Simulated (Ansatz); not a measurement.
One change: `[OH][Sn]([Cl])([Cl])[Br]` becomes `[CH3][Sn]([OH])([Cl])[Cl]`.

Ansatz, PBE0-D4/def2-TZVP geometries, multiplicity 1. Each molecule was computed in one conformer, which needn't be the lowest.

Elements past krypton have def2 core potentials. Scalar relativity is left out up to krypton.

```tsv
property	`[OH][Sn]([Cl])([Cl])[Br]`
size of the dipole moment (B3LYP/def2-TZVPP) / D	1.53
LUMO energy (ωB97M-V/def2-TZVPP) / eV	-0.87
HOMO–LUMO gap (PBE0/def2-TZVPP) / eV	6.26
LUMO energy (PBE/def2-TZVPP) / eV	-3.77
HOMO–LUMO gap (B3LYP/def2-TZVPP) / eV	5.67
HOMO energy (B3LYP/def2-TZVPP) / eV	-8.86
```

Problem. What does the change do to each property? (Estimate.)

Solution. The calculation gave: 
```tsv
property	`[CH3][Sn]([OH])([Cl])[Cl]`	shift
size of the dipole moment (B3LYP/def2-TZVPP) / D	2.14	0.61
LUMO energy (ωB97M-V/def2-TZVPP) / eV	0.43	1.30
HOMO–LUMO gap (PBE0/def2-TZVPP) / eV	7.45	1.19
LUMO energy (PBE/def2-TZVPP) / eV	-2.50	1.27
HOMO–LUMO gap (B3LYP/def2-TZVPP) / eV	6.83	1.16
HOMO energy (B3LYP/def2-TZVPP) / eV	-8.71	0.15
```

With PBE0 the HOMO rises by 0.15 eV and the LUMO rises by 1.33 eV, so the gap widens by about 1.18 eV. PBE moves the HOMO by 0.36 eV and ωB97M-V by 0.17 eV. Dipoles are sizes alone; their direction can turn.

B3LYP here is the variant with VWN-RPA as its local correlation; programs differ in this.

Spin–orbit coupling is left out; it splits and shifts lone-pair levels of the heavy atoms by tenths of an eV.
